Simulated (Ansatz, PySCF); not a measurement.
OPb, SMILES [Pb]=[O] (connectivity only; charge and spin as stated), neutral, multiplicity 1.

The structure is a stationary point at B3LYP-D3(BJ)/def2-TZVP. The def2 effective core potentials stand for the cores of Pb; spin–orbit coupling is left out.

Vertical ionisation energy (IE) and electron affinity (EA) in eV. Rows of orbital energies are one-electron estimates. Where ΔSCF, EOM or ADC give a negative EA the extra electron is unbound and the value depends on the basis.

```json
[
 {"level": "−ε(HOMO), −ε(LUMO), PBE0/def2-TZVPD (PySCF)", "IE": "7.38", "EA": "2.30"},
 {"level": "−ε(HOMO), −ε(LUMO), ωB97X/def2-TZVPD (PySCF)", "IE": "9.59", "EA": "0.52"},
 {"level": "−ε(HOMO), −ε(LUMO), PBE/def2-TZVPD (PySCF)", "IE": "6.21", "EA": "2.97"},
 {"level": "ΔSCF, CAM-B3LYP/def2-TZVPD (Ansatz), final states of multiplicity 2 and 2", "IE": "9.19", "EA": "0.57"},
 {"level": "ΔSCF, PBE/def2-TZVPD (Ansatz), final states of multiplicity 2 and 2", "IE": "9.57", "EA": "0.40"}
]
```

What vertical singlet–triplet gap does ΔSCF give with CAM-B3LYP/def2-TZVPD (Ansatz, a program for electronic structure) and with PBE/def2-TZVPD (Ansatz)? (Estimate from the structure and the level; the computed values follow.)

2.38 and 2.95 eV (triplet above singlet where positive).
